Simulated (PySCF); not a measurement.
# Electron correlation in K²⁺ (potassium, charge +2)

[Ne] 3s2 3p5, 2P determinant. All numbers are calculated (PySCF 2.14, the spin-free X2C one-electron Hamiltonian (Gaussian nucleus), in Sapporo-DKH3-DZP-2012). Frozen: [Ne] 3s2; 5 electrons correlated.

Total MP2 correlation energy: -95.26 mhartree.

Same-spin part -29.06 and opposite-spin part -66.20 mhartree; SCS-MP2 scales them by 1/3 and 6/5 to -89.13 mhartree.

```
  level  correlation energy (mhartree)
   CCSD                        -109.55
    (T)                          -0.16
CCSD(T)                        -109.71
```

Diagnostics: T1 = 0.0025, D1 = 0.0041, largest double amplitude 0.043.

Cost of the coupled-cluster step: 0.14 s of wall time on 1 thread of Neoverse-V1 (shared host), for 5 correlated electrons.

Iterations:

```
CC2 = 0
CCSD nocc = (np.int64(3), np.int64(2)), nmo = (20, 20)
frozen orbitals [[0, 1, 2, 3, 4, 5], [0, 1, 2, 3, 4, 5]]
max_cycle = 100
direct = 0
conv_tol = 1e-08
conv_tol_normt = 1e-06
diis_space = 8
diis_start_cycle = 0
Init t2, MP2 energy = -0.0952638475050582
Init E_corr(UCCSD) = -0.095263847505768
cycle = 1  E_corr(UCCSD) = -0.107404547676758  dE = -0.0121407002  norm(t1,t2) = 0.0239041
cycle = 2  E_corr(UCCSD) = -0.109112643586056  dE = -0.00170809591  norm(t1,t2) = 0.00523886
cycle = 3  E_corr(UCCSD) = -0.109564253521467  dE = -0.000451609935  norm(t1,t2) = 0.00162594
cycle = 4  E_corr(UCCSD) = -0.109551722392848  dE = 1.25311286e-05  norm(t1,t2) = 0.000170714
cycle = 5  E_corr(UCCSD) = -0.109552416131826  dE = -6.93738978e-07  norm(t1,t2) = 2.90942e-05
cycle = 6  E_corr(UCCSD) = -0.109552304417333  dE = 1.11714493e-07  norm(t1,t2) = 4.3453e-06
cycle = 7  E_corr(UCCSD) = -0.10955231691415  dE = -1.2496817e-08  norm(t1,t2) = 3.59905e-07
cycle = 8  E_corr(UCCSD) = -0.109552314932118  dE = 1.98203196e-09  norm(t1,t2) = 4.96099e-08
UCCSD converged
E(UCCSD) = -600.2866914407048  E_corr = -0.1095523149321185
UCCSD(T) correction = -0.000155391900277597
```
